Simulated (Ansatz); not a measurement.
Relaxed structures of BSnH₅O, singlet (PBE0-D4/def2-TZVP; forces vanish, vibrations not checked; lower isomers may exist, and structures with a doubtful reference or unclear bonds are left out; Å). Computed with Ansatz 0.2.0 (basis: def2-TZVPP); correlated methods freeze the cores. Filled d shells of the heavier atoms are correlated. Core potentials replace the inner electrons of the atoms past krypton. The def2 sets are not built for correlating such inner shells, so the correlated values are less sure here.

(1) Rank them by CCSD(T) energy, lowest first, and give each one's height above the lowest. Links in brackets join atoms within 1.22 times the sum of their covalent radii (1.1 for two metals). (To be estimated.)
A.
BSnH₅O ([OH][BH][SnH3])
```
8
angstrom
O -1.7131 0.3587 -1.1422
B -0.3682 0.3201 -1.1061
Sn 0.7816 -0.2344 0.7719
H -2.1482 0.1343 -0.3150
H 0.1881 0.5975 -2.1306
H -0.3076 -0.5756 2.0569
H 1.7567 -1.6219 0.5586
H 1.8107 1.0212 1.3065
```
B.
BSnH₅O ([BH3][SnH][OH])
```
8
angstrom
O -1.9287 0.1582 -1.2823
B 0.9140 -0.1888 0.9556
Sn -0.0285 0.4927 -0.9355
H -2.4099 -0.1295 -0.5012
H 0.3428 0.9201 -2.5703
H 0.0433 -0.1193 1.7822
H 1.0831 -1.3082 0.4891
H 1.9216 0.4469 1.1033
```
C.
BSnH₅O ([OH][BH]12[H][SnH]1[H]2)
```
8
angstrom
O -1.5373 -0.1629 -1.2338
B -0.2575 0.2082 -0.8519
Sn 0.6398 -0.1892 1.4608
H -2.0628 -0.5848 -0.5518
H 0.4275 0.7384 -1.6786
H -0.2444 1.0245 0.2332
H 0.4707 -0.8283 -0.3626
H 2.1313 0.5660 0.9029
```

The T1 diagnostic stays at or below 0.016.

Answers

(1) The calculation gives: A (0.00 kcal/mol), C (1.32 kcal/mol), B (16.89 kcal/mol). Heights count from the lowest.

For scale, one of the runs: CCSD(T)/def2-TZVPP, 182 basis functions, launched by `ansatz run in.yaml --threads 2 --pin off --events-out ev --progress --plain --max-ram 4352MiB`. Hardware: 2 CPU threads of an Arm Neoverse V2, shared host. Wall time 84 s; peak host memory 2 GiB.
